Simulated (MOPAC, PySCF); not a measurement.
Isomers of CH4OSi: 1 is C[Si]O, 2 is [SiH]OC; one conformer of each (the lowest of an xTB search), B3LYP-D3(BJ)/def2-TZVP minima.
Isomer 1 (charge 0, multiplicity 1):
```xyz
7

C     -0.846    -0.016     0.242
Si     0.589    -1.230    -0.122
O      1.894    -0.209     0.007
H     -1.823    -0.501     0.205
H     -0.847     0.805    -0.485
H     -0.726     0.430     1.238
H      1.759     0.722     0.220
```
Isomer 2 (charge 0, multiplicity 1, Z-matrix in Å and degrees):
```
C
H 1 1.0910
H 1 1.0910 2 108.76
H 1 1.0932 2 109.65 3 -119.89
O 1 1.4215 2 108.97 3 118.68
Si 5 1.6439 1 131.10 2 120.78
H 6 1.5493 5 97.44 1 0.00
```

No zero-point or thermal terms.

Rows in 6-31G* carry no dispersion term and start afresh at each structure (6-31G* with six Cartesian d functions). MP2/6-31G* freezes PySCF's default core. The state that PM7 reach isn't checked; PM7 holds dispersion and hydrogen-bond terms.

Programs: MOPAC for PM7 (differences of heats of formation); PySCF for 6-31G* rows. 

Question: One of these levels gives 15.64 kcal/mol for the electronic energy of isomer 2 less that of isomer 1. Name it.
A. BP86/6-31G*
B. MP2/6-31G*
C. PM7

Answer: A, BP86/6-31G*. The others give 23.43 (PM7), 18.88 (MP2/6-31G*)
